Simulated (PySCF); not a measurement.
One of the candidates below gave these computed data.

All candidates are C7H6O2.

| technique | computed result |
| --- | --- |
| UV, strongest line | among the 8 lowest singlet transitions: S4 at 6.23 eV (199 nm, f = 0.414) [TDDFT wB97X-D/def2-SVPD] |
| Triplet | lowest triplet excitation (Tamm–Dancoff): 3.29 eV [TDA wB97X-D/def2-SVPD] |
| Rotational structure | rotational constants A, B, C: 3.260, 1.504, 1.029 GHz [GFN2-xTB] |
| UV, first state | lowest singlet excitation: 4.18 eV (297 nm, f = 0.000) [TDDFT wB97X-D/def2-SVPD] |
| Dipole | 3.19 D [wB97X-D/def2-SVPD] |
| Polarisability | 89.1 au [wB97X-D/def2-SVPD] |

Gas-phase values; electronic properties from PySCF, density fitting. Levels stand in brackets. Isolated species at its GFN2-xTB geometry (one conformer only).

Question: Which candidate is it?
A. `O=COc1ccccc1`
B. `O=Cc1ccccc1O`
C. `CC=C=C=C1COC1=O`

Answer: B. It is `O=Cc1ccccc1O`. Numbering: `[O:1]=[CH:2][c:3]1[cH:4][cH:5][cH:6][cH:7][c:8]1[OH:9]`. Its formula, C7H6O2, gives 5 degrees of unsaturation: 1 ring and 4 π bonds in the structure found (Kekulé form). S1 is mainly HOMO−2→LUMO (weight 0.91); the largest Löwdin shares of the orbital it empties are 0.55 on the aldehyde oxygen, 0.14 on the aldehyde carbon, 0.08 on the substituted aromatic carbon and 0.08 on the formyl hydrogen, of the orbital it fills 0.22 on the aldehyde carbon, 0.20 on the aldehyde oxygen, 0.14 on an aromatic CH carbon and 0.10 on an aromatic CH carbon. The optimised geometry has point group Cs and is an asymmetric top.

The others, at the same levels:
- `CC=C=C=C1COC1=O` fails: its computed lowest singlet excitation is 3.84 eV (323 nm, f = 0.000) (against 4.18 eV), lowest triplet excitation (Tamm–Dancoff) is 2.52 eV (against 3.29 eV) and strongest line among the 8 lowest singlet transitions is S7 at 7.36 eV (168 nm, f = 1.185) (against S4 at 6.23 eV).
- `O=COc1ccccc1` fails: its computed lowest singlet excitation is 5.57 eV (223 nm, f = 0.001) (against 4.18 eV), lowest triplet excitation (Tamm–Dancoff) is 4.29 eV (against 3.29 eV) and strongest line among the 8 lowest singlet transitions is S5 at 7.21 eV (172 nm, f = 0.719) (against S4 at 6.23 eV).

Each candidate is one conformer, not necessarily the lowest. Dipoles, sizes and rotational constants follow the conformer. The torsions of the flexible species, by atom-mapped SMILES:
- `[O:1]=[CH:2][c:3]1[cH:4][cH:5][cH:6][cH:7][c:8]1[OH:9]`: O1–C2–C3–C4 180°, H–O9–C8–C7 180°
- `[O:1]=[CH:2][O:3][c:4]1[cH:5][cH:6][cH:7][cH:8][cH:9]1`: O1–C2–O3–C4 0°, C2–O3–C4–C5 -89°
